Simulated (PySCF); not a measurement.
CH$_{3}$O (SMILES C[O-]), charge -1, singlet, at a GFN2-xTB geometry; CCSD(T)/def2-SVP run with PySCF.

Here is a job for PySCF.
```python
from pyscf import gto, scf, cc

mol = gto.Mole()
mol.atom = '''
    C    -0.02331881    0.51924115   -0.01539977
    O     0.03468978   -0.77243926    0.02290917
    H    -1.08639489    0.97405626   -0.04951263
    H     0.45655976    1.07094605    0.88097598
    H     0.49222972    1.01906489   -0.92233812
'''
mol.basis = 'def2-svp'
mol.charge = -1
mol.verbose = 4
mol.build()

mf = scf.RHF(mol)
mf.kernel()

mycc = cc.CCSD(mf, frozen=2)
mycc.kernel()
et = mycc.ccsd_t()
print('E(CCSD(T)) = %.10f' % (mycc.e_tot + et))
```

What does PySCF print? Leave out banner, timings and long lists.


```
PySCF version 2.14.0

[INPUT] verbose = 4
[INPUT] num. atoms = 5
[INPUT] num. electrons = 18
[INPUT] charge = -1
[INPUT] spin (= nelec alpha-beta = 2S) = 0
[INPUT] symmetry False subgroup None
[INPUT] Mole.unit = angstrom
[INPUT] Symbol           X                Y                Z      unit          X                Y                Z       unit  Magmom
[INPUT]  1 C     -0.023318810000   0.519241150000  -0.015399770000 AA   -0.044066164451   0.981223566104  -0.029101347681 Bohr   0.0
[INPUT]  2 O      0.034689780000  -0.772439260000   0.022909170000 AA    0.065554183521  -1.459698649262   0.043292057041 Bohr   0.0
[INPUT]  3 H     -1.086394890000   0.974056260000  -0.049512630000 AA   -2.052988805227   1.840699561318  -0.093565310407 Bohr   0.0
[INPUT]  4 H      0.456559760000   1.070946050000   0.880975980000 AA    0.862772905897   2.023794728685   1.664803324520 Bohr   0.0
[INPUT]  5 H      0.492229720000   1.019064890000  -0.922338120000 AA    0.930179361171   1.925753545260  -1.742966441046 Bohr   0.0

nuclear repulsion = 34.8661286355818
number of shells = 21
number of NR pGTOs = 69
number of NR cGTOs = 43
basis = def2-svp
ecp = {}

******** <class 'pyscf.scf.hf.RHF'> ********
method = RHF
initial guess = minao
damping factor = 0
level_shift factor = 0
DIIS = <class 'pyscf.scf.diis.CDIIS'>
diis_start_cycle = 1
diis_space = 8
diis_damp = 0
SCF conv_tol = 1e-09
SCF conv_tol_grad = None
SCF max_cycles = 50
direct_scf = True
direct_scf_tol = 1e-13
Set gradient conv threshold to 3.16228e-05
Initial guess from minao.
init E= -114.237764286927
  HOMO = -0.304329113784491  LUMO = 0.142964805329616  gap/eV = 12.17149
cycle= 1 E= -114.177924550419  delta_E= 0.0598  |g|= 0.762  |ddm|=    2
  HOMO = 0.082930096307959  LUMO = 0.370009212737426  gap/eV = 7.81182
cycle= 2 E= -114.245497340647  delta_E= -0.0676  |g|= 0.535  |ddm|= 1.41
  HOMO = -0.0681901309766453  LUMO = 0.38699846855682  gap/eV = 12.38631
cycle= 3 E= -114.299047692884  delta_E= -0.0536  |g|= 0.0372  |ddm|= 0.547
  HOMO = -0.0764302070901976  LUMO = 0.388026072458513  gap/eV = 12.63850
cycle= 4 E= -114.299561359322  delta_E= -0.000514  |g|= 0.00649  |ddm|= 0.0728
  HOMO = -0.0754742694369637  LUMO = 0.388492797343159  gap/eV = 12.62519
cycle= 5 E= -114.299580257428  delta_E= -1.89e-05  |g|= 0.00253  |ddm|= 0.0123
  HOMO = -0.0760181659622774  LUMO = 0.388258914546328  gap/eV = 12.63362
cycle= 6 E= -114.299582454677  delta_E= -2.2e-06  |g|= 0.000702  |ddm|= 0.00389
  HOMO = -0.07595065876712  LUMO = 0.388276564468201  gap/eV = 12.63227
cycle= 7 E= -114.299582727273  delta_E= -2.73e-07  |g|= 0.000141  |ddm|= 0.00156
  HOMO = -0.0759583582838615  LUMO = 0.388284559137067  gap/eV = 12.63269
cycle= 8 E= -114.299582742709  delta_E= -1.54e-08  |g|= 2.33e-05  |ddm|= 0.000574
  HOMO = -0.075957061505807  LUMO = 0.388284829801426  gap/eV = 12.63267
cycle= 9 E= -114.299582743112  delta_E= -4.03e-10  |g|= 4.42e-06  |ddm|= 9.62e-05
  HOMO = -0.0759567551876269  LUMO = 0.388285244792388  gap/eV = 12.63267
Extra cycle  E= -114.299582743124  delta_E= -1.2e-11  |g|= 1.65e-06  |ddm|= 9.58e-06
converged SCF energy = -114.299582743124

******** <class 'pyscf.cc.ccsd.CCSD'> ********
CC2 = 0
CCSD nocc = 7, nmo = 41
frozen orbitals 2
max_cycle = 50
direct = 0
conv_tol = 1e-07
conv_tol_normt = 1e-05
diis_space = 6
diis_start_cycle = 0
diis_start_energy_diff = 1e+09
Init t2, MP2 energy = -114.640503109867  E_corr(MP2) -0.340920366742516
Init E_corr(CCSD) = -0.340920366743837
cycle = 1  E_corr(CCSD) = -0.349877432696323  dE = -0.00895706595  norm(t1,t2) = 0.0536954
cycle = 2  E_corr(CCSD) = -0.359211498134564  dE = -0.00933406544  norm(t1,t2) = 0.0172962
cycle = 3  E_corr(CCSD) = -0.359657462920782  dE = -0.000445964786  norm(t1,t2) = 0.0117248
cycle = 4  E_corr(CCSD) = -0.36153211252128  dE = -0.0018746496  norm(t1,t2) = 0.00507464
cycle = 5  E_corr(CCSD) = -0.361479855635269  dE = 5.2256886e-05  norm(t1,t2) = 0.00145879
cycle = 6  E_corr(CCSD) = -0.361384213801149  dE = 9.56418341e-05  norm(t1,t2) = 0.000631976
cycle = 7  E_corr(CCSD) = -0.361374340922802  dE = 9.87287835e-06  norm(t1,t2) = 0.000118519
cycle = 8  E_corr(CCSD) = -0.361380466507692  dE = -6.12558489e-06  norm(t1,t2) = 4.41274e-05
cycle = 9  E_corr(CCSD) = -0.361380637305227  dE = -1.70797535e-07  norm(t1,t2) = 1.28892e-05
cycle = 10  E_corr(CCSD) = -0.361380777286675  dE = -1.39981448e-07  norm(t1,t2) = 4.69967e-06
cycle = 11  E_corr(CCSD) = -0.361380587966411  dE = 1.89320263e-07  norm(t1,t2) = 1.64878e-06
cycle = 12  E_corr(CCSD) = -0.361380533117587  dE = 5.4848824e-08  norm(t1,t2) = 5.87945e-07
CCSD converged
E(CCSD) = -114.6609632762417  E_corr = -0.3613805331175873
CCSD(T) correction = -0.00885184582513016
E(CCSD(T)) = -114.6698151221
```
